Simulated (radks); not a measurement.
Values are calculated unless marked as measured or tabulated.
Question: Valence configurations of Mo II (all share [Kr]). Code: a radial shooting solver on a logarithmic mesh with Libxc functionals. Model: Dirac Kohn-Sham, PBE, spin-unpolarised, spherical densities, point nucleus; open shells are shared between the two j in proportion to 2j + 1. Order these by energy: 4d4 5s1; 4d4.5 5s0.5; 4d2 5s2 5p1; 4d3 5p2; 4d4.5 5p0.5; 4d3 5s2; 4d5; 4d4 5p1; 4d3 5s1 5p1; 4d3.5 5s0.5 5p1.

Answer: From the lowest, in eV above it: 4d5 0.000; 4d4.5 5s0.5 0.435; 4d4 5s1 1.172; 4d4.5 5p0.5 2.486; 4d3 5s2 3.653; 4d4 5p1 5.484; 4d3.5 5s0.5 5p1 6.738; 4d3 5s1 5p1 8.348; 4d2 5s2 5p1 12.725; 4d3 5p2 13.136. NIST lists [Kr] 4d5 as the ground configuration; this level of theory agrees among the configurations tried. The energies are those of spherical spin-averaged densities, not of single terms.
